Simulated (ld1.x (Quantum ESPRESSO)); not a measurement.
# B (Z = 5), PAW: configuration errors across variants

- Element: B (Z = 5)
- Generator: ld1.x (Quantum ESPRESSO) 7.5
- Type: PAW
- Functional: PBE
- Relativity: non-relativistic
- Frozen core: none
- Valence charge: 5
- Reference configuration: 1s2 2s1 2p2
- Partial waves: 1s (bound): rcut 0.65, rcutus 0.75 bohr; 2s (bound): rcut 0.65, rcutus 0.75 bohr; 2p (bound): rcut 2.10, rcutus 2.75 bohr; 2p channel at 0.2 Ry: rcut 2.10, rcutus 2.75 bohr
- Local potential: all-electron potential smoothed inside 0.80 bohr (lloc = -1)
- Core correction: none
- Augmentation charge: PSQ, inside the norm-conserving radii

All-electron excitation energies from the reference (eV): (1) 1s2 2s2 2p1 -5.844; (2) 1s2 2s2 2p0 2.377; (3) 1s2 2s1 2p0 27.793; (4) 1s2 2s0 2p3 5.863; (5) 1s2 2s2 2p0.5 -2.956; (6) 1s1 2s2 2p1 201.174; (7) 1s2 2s2 2p1.3 -6.583.

The overlap operator is not positive definite (basis up to 400 Ry) in “wave 2p channel at 0.2 Ry: rcut 2.10, rcutus 2.75 bohr becomes 2p channel at 0.85 Ry: rcut 2.10, rcutus 2.75 bohr”, “all radii scaled by about 1.27 (s 0.96, p 3.50 bohr, rcut 0.82/2.68); local potential all-electron potential smoothed inside 1.02 bohr (lloc = -1)”. Such files are unfit for use, however small their errors in these radial tests.

Tests that are not counted but printed errors over 1 eV. “local potential all-electron potential smoothed inside 2.82 bohr (lloc = -1)”: all (the test run did not reproduce the reference configuration, from which every error is measured). “augmentation GAUSS, radius 0.50 bohr”: 1s2 2s0 2p3 (solver errors, printed error -45.9 eV). “local potential all-electron potential smoothed inside 2.88 bohr (lloc = -1)”: all (the test run did not reproduce the reference configuration, from which every error is measured).

3 further variants failed, have other tests or another functional or relativity, and are left out.

The file “type TM; waves now 2p (bound): rc 2.75 bohr; 1s (bound): rc 0.75 bohr; local potential the s channel” misses its own reference levels by 1.1 eV.

Errors AE − PS in meV (a dash: test not solved or not reliable):

```csv
change,(1),(2),(3),(4),(5),(6),(7),bound ghosts
base,-0.5,+6.2,+12,-0.3,+1.3,+21,-0.9,none
local potential all-electron potential smoothed inside 1.05 bohr (lloc = -1),–,–,–,–,–,–,–,none
local potential all-electron potential smoothed inside 2.82 bohr (lloc = -1),–,–,–,–,–,–,–,none
"wave 2p channel at 0.2 Ry: rcut 2.10, rcutus 2.75 bohr becomes 2p channel at 0.85 Ry: rcut 2.10, rcutus 2.75 bohr",-2.0,+6.2,+12,-3.3,-13,-2650,-20,not determined (overlap not positive)
"all radii scaled by about 1.27 (s 0.96, p 3.50 bohr, rcut 0.82/2.68); local potential all-electron potential smoothed inside 1.02 bohr (lloc = -1)",–,–,–,–,–,–,–,not determined (overlap not positive)
"waves 1s (bound): rcut 0.46, rcutus 0.48 bohr; 2s (bound): rcut 0.46, rcutus 0.48 bohr",+4.2,+28,+29,–,+13,+615,+1.7,none
type TM; waves now 2p (bound): rc 2.75 bohr; 1s (bound): rc 0.75 bohr; local potential the s channel,-1063,-1190,+392,+1074,-1145,-95,-1015,none
"augmentation GAUSS, radius 0.50 bohr",+109,+196,+72,–,+169,+1210,+85,none
local potential all-electron potential smoothed inside 2.88 bohr (lloc = -1),–,–,–,–,–,–,–,none
```

(1) Give the same row for: waves 2p (bound): rcut 2.10, rcutus 2.52 bohr; 2p channel at 0.2 Ry: rcut 2.10, rcutus 2.52 bohr.

Answers

(1) +11, +13, -22, +0.3, +17, –, –; bound ghosts: none.
